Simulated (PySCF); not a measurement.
# What a mistake does to a calculation on AlBCGeH6

These are calculations, not measurements. The program is PySCF 2.14.0, an open-source quantum chemistry code, run on an isolated molecule that a program drew, which may never have been made. The molecule is AlBCGeH6 (charge 0, singlet), drawn as the SMILES string `B[CH2][GeH2][Al]`.

Each row is a Hartree-Fock (HF) and frozen-core CCSD(T) single point in the cc-pV(D+d)Z basis, meant for a local HF minimum. Run 1 is clean. Each other run has one planted mistake out of seven kinds, and not every kind appears here: one electron removed, one electron added, multiplicity raised by two, geometry at a saddle point, minimal basis STO-3G, one bond length entered in bohr, all coordinates scaled. The reference is restricted for singlets and unrestricted otherwise, and also for a bond in bohr. Adding or removing an electron swaps singlet and doublet. Electrons count all cores. HOMO and LUMO are orbital energies over both spins, the gradient is its largest component, and the lowest frequency (negative if imaginary) is given only where the gradient is small. Bond lengths are over the 9 bonds as drawn. T1 is the CCSD diagnostic: over 0.02 (restricted) or 0.045 (unrestricted) a single reference is doubtful. Germanium has the cc-pVDZ-PP basis, with a core potential (ECP10MDF) in place of its 10 inner electrons, and its 3s, 3p and 3d shells are frozen in CCSD(T).

Geometry of the clean run:
```xyz
10
AlBCGeH6, angstrom
B    -0.8024   -1.3749   -0.0697
C     0.4421   -1.7570   -0.9060
Ge    1.3883    0.0087   -1.2318
Al    3.5782   -0.3377   -2.6542
H    -1.8321   -1.0614   -0.6080
H    -0.7439   -1.3238    1.1313
H     0.2277   -2.1603   -1.8983
H     1.1706   -2.3877   -0.3915
H     0.3673    0.9549   -1.9095
H     1.6585    0.6439    0.1539
```

```
run,electrons,basis functions,<S^2>,HOMO (eV),LUMO (eV),gradient (hartree/bohr),lowest frequency (cm^-1),mean bond (Å),longest bond (Å),T1,HF (hartree),CCSD(T) (hartree),mistake
1,62,104,0.000,-7.44,0.37,8.0e-06,30,1.5443,2.634,0.0144,-601.30275,-601.75030,no fault
2,62,104,1.137,-7.44,0.48,3.5e-02,-,1.6973,2.924,0.0611,-601.16022,-601.58429,one bond length entered in bohr
3,62,104,0.000,-7.29,0.52,8.0e-02,-,1.4100,2.405,0.0144,-601.23237,-601.67303,?
4,61,104,0.788,-14.24,-5.85,4.0e-02,-,1.5443,2.634,0.0183,-601.05946,-601.47569,?
```

**Which mistake was planted in run 3, and what did it cost?**

The mean and the longest bond both change by the same factor, 0.913, and the gradient is no longer small. So the mistake is: all coordinates scaled. Subtracting run 1 and multiplying by 627.51 kcal/mol a hartree, the energy moved by 44.2 kcal/mol in HF and 48.5 kcal/mol in CCSD(T).

**Which mistake was planted in run 4, and what did it cost?**

It counts 61 electrons, one fewer than the clean run, at the same geometry and basis. So the mistake is: one electron removed. Subtracting run 1 and multiplying by 627.51 kcal/mol a hartree, the energy moved by 152.7 kcal/mol in HF and 172.3 kcal/mol in CCSD(T).

Cautions from the logs. Run 2: T1 is over the limit, so its CCSD(T) energy is less reliable.
